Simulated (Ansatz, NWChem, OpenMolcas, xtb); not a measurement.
**Redistribution: C3H7Br + C2H3I → C3H7I + C2H3Br**

Gas-phase species: C3H7Br (1-bromopropane) `CCCBr`, singlet; C2H3I (vinyl iodide) `C=CI`, singlet; C3H7I (1-iodopropane) `CCCI`, singlet; C2H3Br (vinyl bromide) `C=CBr`, singlet. The partners trade Br for I; both sit on C, so the bond types are kept.

Shapes, held fixed at every level: PBE0-D4/def2-TZVP. Flexible molecules stand in one conformer, not always the lowest. Programs: Ansatz 0.2.0, NWChem 7.3.0, OpenMolcas 26.06, xtb 6.7.1. A level may come from different programs for different species; with the same settings they agree closely. Electronic energies: no zero-point or thermal term.

```json
{"level": "GFN2-xTB", "kind": "semi-empirical", "ΔE (kJ/mol)": "-2.2", "less CCSD(T)/def2-TZVPP": "-0.9"}
{"level": "HF/def2-TZVPP", "kind": "Hartree–Fock", "ΔE (kJ/mol)": "+1.1", "less CCSD(T)/def2-TZVPP": "+2.4"}
{"level": "PBE/def2-SVP", "kind": "GGA", "ΔE (kJ/mol)": "-3.6", "less CCSD(T)/def2-TZVPP": "-2.3"}
{"level": "B3LYP-D4/def2-TZVPP", "kind": "global hybrid", "ΔE (kJ/mol)": "-1.8", "less CCSD(T)/def2-TZVPP": "-0.5"}
{"level": "wB97M-V/def2-TZVPP", "kind": "range-separated hybrid", "ΔE (kJ/mol)": "-1.4", "less CCSD(T)/def2-TZVPP": "-0.1"}
{"level": "wB97X-V/def2-TZVPP", "kind": "range-separated hybrid", "ΔE (kJ/mol)": "-1.1", "less CCSD(T)/def2-TZVPP": "+0.2"}
{"level": "B2PLYP/def2-TZVPP", "kind": "double hybrid", "ΔE (kJ/mol)": "-1.1", "less CCSD(T)/def2-TZVPP": "+0.2"}
{"level": "CCSD/def2-TZVPP", "kind": "coupled cluster or CI", "ΔE (kJ/mol)": "-0.9", "less CCSD(T)/def2-TZVPP": "+0.4"}
{"level": "CCSD(T)/def2-TZVPP", "kind": "coupled cluster or CI", "ΔE (kJ/mol)": "-1.3", "less CCSD(T)/def2-TZVPP": "0.0"}
```

The highest level, CCSD(T)/def2-TZVPP, gives ΔE = -1.3 kJ/mol; the levels span -3.6 to +1.1. That is about zero within the method's error. They disagree on the sign: 1 of 9 are positive. The column of differences is taken from that level and isn't an error. No measured value is set beside it here. For atoms past krypton def2 sets carry core potentials with scalar relativity. Relativity is left out for Br. Outer-core shells of Br, I are correlated, in sets that cover them unevenly.
